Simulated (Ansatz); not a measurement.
`C#[C][Al]([F])[F]` + CH₃SH → `C[S][Al]([F])[F]` + `C#C` at 500 K and 1 bar (ligand exchange at the Al–C bond).

Calculated with Ansatz (gas phase, PBE0-D4/def2-TZVP geometries, no zero-point term in ΔE). CBS: MP2 limit from def2 TZ/QZ plus the TZ coupled-cluster correction, frozen cores. This one scheme is used for every species. Each species was taken in one conformer, which may not be the lowest.

| species | CCSD(T)/CBS energy (Eh) | H − E (kJ/mol) | S (J/(mol·K)) |
| --- | --- | --- | --- |
| `C#[C][Al]([F])[F]` | -518.41825 | 100.6 | 368.0 |
| CH₃SH | -438.22835 | 145.1 | 283.7 |
| `C[S][Al]([F])[F]` | -879.43566 | 161.0 | 418.0 |
| `C#C` | -77.22717 | 90.7 | 225.3 |

H − E and S are ideal-gas, rigid-rotor, harmonic terms from PBE0-D4/def2-TZVP, for one conformer and one mirror image of each species. 1 Eh = 2625.50 kJ/mol, R = 8.31446 J/(mol·K).

Task: By hand: ΔE, ΔH, ΔS and ΔG.

Result: ΔE = (-879.43566) + (-77.22717) − (-518.41825) − (-438.22835) = -0.01623 Eh = -42.6 kJ/mol. Δ(H − E) = 161.0 + 90.7 − 100.6 − 145.1 = 6.0, so ΔH = -36.6 kJ/mol. ΔS = 418.0 + 225.3 − 368.0 − 283.7 = -8.4 J/(mol·K). ΔG = -36.6 − 500 × (-8.4)/1000 = -32.4 kJ/mol.

Task: By hand: the equilibrium constant, and the temperature at which ΔG would vanish if ΔH and ΔS stayed fixed.

Result: log₁₀ K = −ΔG/(RT ln 10) = 3.4. ΔG = 0 at ΔH/ΔS = 4357 K, far beyond where these terms or the molecules hold.

The number of gas molecules stays the same, so ΔS is small and ΔH decides. A doubt of 5 kJ/mol in ΔE shifts log₁₀ K by 0.5 here. Other conformers and mirror images would add mixing entropy, several J/(mol·K) or more a flexible species. Modes under 60 cm⁻¹, often nearly free rotors, make the harmonic entropy too high. These are equilibria of isolated gas molecules and say nothing of rates. Largest T1 diagnostic: 0.014 (customary marks: 0.02 for closed shells, 0.045 for open ones).
